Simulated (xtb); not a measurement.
Job for xtb: GFN1-xTB on H6OSi (a complex), monomers drawn apart or pushed together.

```
$ xtb mol.xyz --gfn 1 --sp --chrg 0 --uhf 0
8

O     -0.03559702    -0.01350472     0.05466443
H      0.86458813    -0.25174702    -0.19124215
H     -0.57457690    -0.77674907    -0.17889630
Si    -0.04648933     0.02953383     2.85766233
H     -0.05726307     0.04745413     4.34263831
H      0.57467794    -1.24257532     2.42388405
H      0.74710051     1.18020305     2.37958166
H     -1.44248505     0.10863410     2.37923851
```

The head of its log:

```
[...]
           -------------------------------------------------
          |                Calculation Setup                |
           -------------------------------------------------



molecular fragmentation (1/2 indicates fragments):
11122222
# atoms in fragment 1/2:     3     5
 fragment masses (1/2) :       18.02       32.12
CMA distance (Bohr)    :   5.357
constraining FC (au)   :  0.0500

           -------------------------------------------------
          |                 G F N 1 - x T B                 |
           -------------------------------------------------

        Reference                      10.1021/acs.jctc.7b00118
      * Hamiltonian:
        H0-scaling (s, p, d)           1.850000    2.250000    2.000000
        zeta-weighting                 0.000000
      * Dispersion:
        s8                             2.400000
        a1                             0.630000
        a2                             5.000000
        s9                             0.000000
      * Repulsion:
        kExp                           1.500000
        rExp                           1.000000
      * Coulomb:
        alpha                          2.000000
        third order                    atomic
        anisotropic                    false
      * Halogen bond correction:
        rad-scale                      1.300000
        damping                        0.440000


          ...................................................
          :                      SETUP                      :
          :.................................................:
          :  # basis functions                  26          :
          :  # atomic orbitals                  25          :
          :  # shells                           17          :
          :  # electrons                        16          :
          :  # halogen bonds                     0          :
          :  max. iterations                   250          :
          :  Hamiltonian                  GFN1-xTB          :
          :  restarted?                      false          :
          :  GBSA solvation                  false          :
          :  PC potential                    false          :
          :  electronic temp.          300.0000000     K    :
          :  accuracy                    1.0000000          :
          :  -> integral cutoff          0.2500000E+02      :
          :  -> integral neglect         0.1000000E-07      :
          :  -> SCF convergence          0.1000000E-05 Eh   :
          :  -> wf. convergence          0.2000000E-04 e    :
          :  Broyden damping             0.4000000          :
          :  net charge                          0          :
          :  unpaired electrons                  0          :
          ...................................................

 iter      E             dE          RMSdq      gap      omega  full diag
   1     -9.8515900 -0.985159E+01  0.437E+00    7.81       0.0  T
   2     -9.8615612 -0.997127E-02  0.247E+00    7.79       1.0  T
```

Question: Give the final energy of this run.

Answer: -9.7979 hartree.
